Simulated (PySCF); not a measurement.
SMILES Cl/C=[CH]\[GeH3], singlet (PBE/def2-SVP optimised geometry):

```
9

Cl     2.458     0.719    -0.001
C      1.492    -0.733     0.000
C      0.148    -0.733     0.000
Ge    -0.977     0.869     0.000
H      2.113    -1.644     0.000
H     -0.336    -1.725     0.000
H     -2.458     0.410     0.000
H     -0.704     1.724     1.263
H     -0.703     1.725    -1.263
```

Method: PySCF 2.14.0 with PBE/def2-TZVP.

Q: What are the frontier orbital energies and the dipole moment?

A: HOMO-2 -8.08 eV, HOMO-1 -7.56 eV, HOMO -6.44 eV, LUMO -1.74 eV, LUMO+1 -0.38 eV; dipole moment 1.26 D.

Meta-Löwdin charges at PBE/def2-TZVP: Cl1 -0.03, C2 -0.10, C3 -0.32, Ge4 0.30, H5 0.14, H6 0.14, H7 -0.05, H8 -0.04, H9 -0.04.
